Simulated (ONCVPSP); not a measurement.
**Which change was made? (F, ONCV)**

fluorine (F), optimised norm-conserving Vanderbilt (ONCV), made with ONCVPSP 4.0.1 (PBE, non-relativistic). Core [He], reference 2s1 2p6. Waves: 2s: rc 0.80 bohr, ncon 4, nbas 8, qcut 10.5 1/bohr, 2 projectors, debl 1.1 Ha; 2p: rc 1.30 bohr, ncon 5, nbas 9, qcut 13.4 1/bohr, 3 projectors, debl 2.5 Ha; d scattering state at 0.24 Ha: rc 1.10 bohr, ncon 4, nbas 9, qcut 7.6 1/bohr, 1 projector. Local part: polynomial inside 0.60 bohr (lpopt 5, dvloc0 6 Ha). Core correction: none.

In the s channel the program set the typed energies aside and used -1.113, 0.250 Ha.

Cutoffs, loose and tight: the cutoffs (Ha) at which the residual kinetic energy of the hardest occupied pseudo-wave falls to 1 and 0.1 mHa per electron. They do not see the model core or the augmentation charge, which bear on the density cutoff. Test errors are all-electron minus pseudo excitation energies from the reference, over the configurations 2s2 2p5; 2s2 2p4; 2s2 2p3; 2s2 2p1; variants that change the core or the reference have their own tests.

The base gives: outcome: generated, projector energies reset by the program; cutoff, loose: 52 Ha; cutoff, tight: 123 Ha; bound ghosts: none; GHOST(+) flags above zero: none; largest test error (meV): +1385.

(1) After one change the result is: outcome: generated, projector energies reset by the program; cutoff, loose: 122 Ha; cutoff, tight: 258 Ha; bound ghosts: none; GHOST(+) flags above zero: none; largest test error (meV): +1483. Which change was it?
A. s: qcut 8.3
B. s: qcut 14.4
C. s: qcut 6.1

## Answers

(1) A. The others give: s: qcut 14.4 → outcome: generated, projector energies reset by the program; cutoff, loose: 63 Ha; cutoff, tight: 78 Ha; bound ghosts: none; GHOST(+) flags above zero: none; largest test error (meV): +1331 | s: qcut 6.1 → outcome: generated, projector energies reset by the program; cutoff, loose: 237 Ha; cutoff, tight: 282 Ha; bound ghosts: none; GHOST(+) flags above zero: s; largest test error (meV): +1625.
